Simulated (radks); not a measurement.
Eu62+, configuration 1s1 (the NIST ground configuration). All-electron calculation, non-relativistic Kohn-Sham, PBE, spin-polarised, spherical densities, point nucleus; open shells are filled with parallel spins first (spin-orbit coupling, left out, can overturn this in heavy ions); relativity is left out, which matters for an element this heavy. Program: a radial shooting solver on a logarithmic mesh with Libxc functionals.

Radial electron density D(r) = 4 pi r^2 rho(r):

r (bohr),D(r) (e/bohr)
0.0007966,0.5745
0.0008561,0.6585
0.0009274,0.7658
0.0009966,0.8768
0.00108,1.018
0.00116,1.164
0.001257,1.349
0.001351,1.540
0.001463,1.782
0.001572,2.030
0.00169,2.310
0.001831,2.663
0.001967,3.023
0.002131,3.474
0.00229,3.933
0.002481,4.506
0.002666,5.083
0.002888,5.801
0.003104,6.519
0.003336,7.312
0.003613,8.286
0.003883,9.249
0.004207,10.42
0.004521,11.57
0.004897,12.94
0.005263,14.28
0.005701,15.85
0.006127,17.35
0.006584,18.92
0.007132,20.71
0.007665,22.37
0.008303,24.22
0.008923,25.87
0.009666,27.64
0.01039,29.15
0.01125,30.67
0.01209,31.86
0.013,32.84
0.01408,33.62
0.01513,34.01
0.01639,34.05
0.01761,33.71
0.01908,32.88
0.0205,31.73
0.02221,30.03
0.02387,28.14
0.02565,25.96
0.02779,23.28
0.02986,20.70
0.03235,17.76
0.03477,15.13
0.03766,12.33
0.04047,9.998
0.04384,7.676
0.04712,5.872
0.05063,4.356
0.05485,3.007
0.05895,2.075
0.06386,1.313
0.06862,0.8324
0.07434,0.4760
0.07989,0.2735
0.08654,0.1390
0.093,0.07124

D(r) has 1 maximum, at r = 0.0159 bohr.
